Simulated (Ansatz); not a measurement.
A made-up structure of AlBGeH4, singlet:

```xyz
7
angstrom
B -1.2962 -0.0831 -0.3455
Al 0.4969 -0.1531 -1.2260
Ge -0.1335 0.1538 1.1638
H -2.4770 -0.1282 -0.4288
H 1.7480 -0.2478 -2.1862
H 0.3210 0.3642 2.6152
H 1.4416 0.5058 -2.2180
```

It is relaxed with PBE-D4/def2-SVP and then PBE0-D4/def2-TZVP (Ansatz 0.2.0). Atoms count as bonded within 1.22 times the sum of their covalent radii (H–H: 0.88 Å). The end point is not checked to be a true minimum.

(1) Does its bonding change? (A judgement: the text doesn't fix the answer.)

Answers

(1) By the calculation: Yes. Formed: none; broken: Al2–H5, Al2–H7.

Where it ends: The first stage lowers the energy by 2.08 eV in 14 steps. It ends as a complex of AlBGeH₂ ([BH]1[Al][GeH]1) + H₂:
```xyz
7
angstrom
B -2.0073 -0.1419 0.2410
Al -0.8015 -0.3900 -1.3649
Ge 0.0001 0.0656 0.7037
H -3.0499 -0.0911 0.8128
H 2.5444 0.2877 -2.2694
H 0.4697 0.3787 2.1511
H 2.9453 0.3027 -2.8997
```

Labels in which every atom is bracketed show which atoms are joined, not bond orders.

For scale, one of the runs: PBE0-D4/def2-TZVP relaxation, 140 basis functions, launched by `ansatz run in.yaml --threads 2 --pin off --events-out ev --progress --plain --max-ram 4352MiB`. The run took about 3.4 min on 2 CPU threads of an Arm Neoverse V1 (shared host).
